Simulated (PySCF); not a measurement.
# Finite-field polarisability of Ca (calcium, neutral)

[Ar] 4s2, closed-shell 1S. All numbers are calculated (PySCF 2.14, scalar relativity by spin-free X2C-1e, in ANO-RCC-VTZP (6s5p2d1f, 38 functions)). Frozen: [Ne]. Energy changes in a uniform field (μhartree):

```csv
axis,F (au),HF,MP2,CCSD,CCSD(T)
x,0.0011,-106.504,-84.464,-93.921,-92.839
x,0.0022,-425.899,-337.862,-375.535,-371.210
```

Problem. Derive α along x at CCSD(T) from the two fields.

Solution. With ΔE = −αF²/2 − γF⁴/24, α = −(16 ΔE(F) − ΔE(2F))/(6F²) = 153.5 bohr³.

Problem. And the mean polarisability at each level?

Solution. HF 176.1, MP2 139.6, CCSD 155.3, CCSD(T) 153.5 bohr³. Reference: 160.8 ± 4 bohr³ (recommended; Schwerdtfeger and Nagle, table of static dipole polarizabilities (2023 update)).

The basis has no added diffuse functions, which lowers α.
